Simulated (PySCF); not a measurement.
Molecule: C₂H₁₀NSi (charge +1, singlet). It need not be the lowest isomer of its formula. 
Geometry from a B3LYP-D3(BJ)/def2-TZVP (Ansatz) optimisation:
```
N
H 1 1.0220
C 1 1.5035 2 107.07
H 3 1.0874 1 109.38 2 -59.88
H 3 1.0877 4 109.97 1 119.21
H 3 1.0878 4 109.94 5 120.88
C 1 1.5035 2 107.07 3 119.65
H 7 1.0874 1 109.38 2 59.88
H 7 1.0877 8 109.97 1 -119.21
H 7 1.0878 8 109.94 9 -120.88
Si 1 1.8792 2 107.25 3 -120.18
H 11 1.4683 1 102.78 2 -180.00
H 11 1.4684 12 114.79 1 111.93
H 11 1.4684 12 114.79 13 136.14
```
Charge +1, spin multiplicity 1.

Dispersion corrections to the total energy (kcal/mol) from the dftd3 and dftd4 libraries through PySCF: D3(BJ) without and D4 with the three-body term, each with the damping fitted for the functional named.

| functional | D3(BJ) | D4 |
|---|---|---|
| r2SCAN | -1.95 | -1.35 |
| PBE0 | ___ | -4.55 |
| revPBE | -17.73 | ___ |
| PBE | -6.97 | ___ |
| TPSS | -8.70 | -7.36 |
| B2GP-PLYP | -4.13 | -2.26 |
| TPSSh | -7.96 | -6.68 |

Task: Complete the blanks.

Result: 
- PBE0, D3(BJ): -5.96
- revPBE, D4: -18.16
- PBE, D4: -5.44
